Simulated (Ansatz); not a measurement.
Relaxation of ClH3O2Si (7 atoms, charge 0, multiplicity 1), to a largest force component of 0.03 eV/Å in at most 50 steps.

Computed with Ansatz, RHF/def2-SVP.

```xyz
7
Properties=species:S:1:pos:R:3:forces:R:3
Si -0.903 0.104 0.370 -0.13 -0.03 -0.09
H 1.538 0.063 1.453 0.85 -0.19 -0.98
O 1.956 -0.080 0.590 -0.73 0.19 1.09
H 2.420 -0.902 0.661 -0.01 0.01 0.00
Cl -0.927 1.635 -1.056 0.01 0.00 -0.02
O -1.128 -1.192 -0.622 0.02 0.00 -0.01
H -1.189 -2.048 -0.224 -0.01 0.02 0.00
```

Question: Where does it end, and by what steps?

Answer: The run converged. The force dipped under the threshold on the way, but the program's further checks kept it going. After 28 steps the energy has fallen by 0.358 eV; H4 moved furthest, 0.91 Å.

| step | energy less start (eV) | largest force component (eV/Å) | accepted |
| --- | --- | --- | --- |
| 0 | 0.0000 | 1.087 | yes |
| 1 | -0.0297 | 2.391 | yes |
| 2 | -0.0643 | 1.901 | yes |
| 3 | -0.0303 | 2.925 | no |
| 4 | -0.1016 | 1.221 | yes |
| 5 | -0.1441 | 0.682 | yes |
| 6 | -0.1754 | 0.332 | yes |
| 7 | -0.1629 | 1.850 | no |
| 8 | -0.1969 | 0.514 | yes |
| 9 | -0.2161 | 0.353 | yes |
| 10 | -0.2292 | 0.280 | yes |
| 11 | -0.2458 | 0.781 | yes |
| 12 | -0.2558 | 0.369 | yes |
| 13 | -0.2673 | 0.507 | yes |
| 14 | -0.0498 | 4.256 | no |
| 15 | -0.2805 | 0.417 | yes |
| 16 | -0.2971 | 0.999 | yes |
| 17 | -0.3024 | 1.335 | yes |
| 18 | -0.3311 | 0.484 | yes |
| 19 | -0.3382 | 0.190 | yes |
| 20 | -0.3452 | 0.146 | yes |
| 21 | -0.3493 | 0.215 | yes |
| 22 | -0.3508 | 0.364 | yes |
| 23 | -0.3545 | 0.124 | yes |
| 24 | -0.3560 | 0.040 | yes |
| 25 | -0.3562 | 0.030 | yes |
| 26 | -0.3567 | 0.181 | yes |
| 27 | -0.3571 | 0.092 | yes |
| 28 | -0.3577 | 0.014 | yes |

```xyz
7
Properties=species:S:1:pos:R:3
Si -0.862 -0.012 0.529
H 1.784 0.505 0.992
O 1.274 -0.297 0.995
H 1.596 -0.836 0.279
Cl -0.244 1.588 -0.770
O -0.646 -1.292 -0.528
H -1.135 -2.076 -0.326
```

Run time: 38 s on 1 thread of Arm Neoverse V1, with other jobs on the host, peak memory 0.12 GiB.
